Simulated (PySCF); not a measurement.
Which level of theory gave which numbers?

Compound: C3H4Cl2OSi.
SMILES with atom numbers: `[CH:1]#[C:2][Si@@H:3]([OH:4])[CH:5]([Cl:6])[Cl:7]` (hydrogens: H8 on C1; H9 on Si3; H10 on O4; H11 on C5)

Geometry (PBE0-D3(BJ)/def2-SVP, Å), atoms numbered from 1 in this order:
```
atom  x, y, z in Å
C1     2.5644   -0.9111    0.2851
C2     1.5705   -0.2310    0.1098
Si3    0.0625    0.7846   -0.1232
O4    -0.3144    1.0083   -1.7142
C5    -1.3419   -0.1803    0.7329
Cl6   -1.6742   -1.6293   -0.2684
Cl7   -2.7834    0.8471    0.9013
H8     3.4427   -1.5141    0.4349
H9     0.2233    2.1197    0.4946
H10   -0.6321    0.2281   -2.1823
H11   -1.0810   -0.5480    1.7341
```

The closed-shell ground state was solved 4 times with PySCF (density fitting, gas phase), always in the pcSseg-1 basis (160 functions), with these functionals: B97-D, BHandHLYP, HF and wB97X-D.

```csv
row,total energy (Eh),HOMO (eV),LUMO (eV),dipole (D)
P,-1401.6646,-6.94,-1.78,2.22
Q,-1401.6794,-10.20,0.82,2.46
R,-1401.6390,-9.48,0.14,2.51
S,-1398.6121,-11.27,2.75,2.78
```

Question: Which functional belongs to which row?

Answer: P = B97-D, Q = wB97X-D, R = BHandHLYP, S = HF. By rising HOMO–LUMO gap: B97-D (GGA) 5.16 eV; BHandHLYP (global hybrid, 50 % exact exchange) 9.62 eV; wB97X-D (range-separated hybrid) 11.02 eV; HF (all exact exchange) 14.02 eV. Total energies of different functionals aren't bounds to one another; each is stationary for its own functional.

One conformer stands for the species.

B97-D and wB97X-D is run here without its empirical dispersion term; that term would change no orbital, density or response property at a fixed geometry.
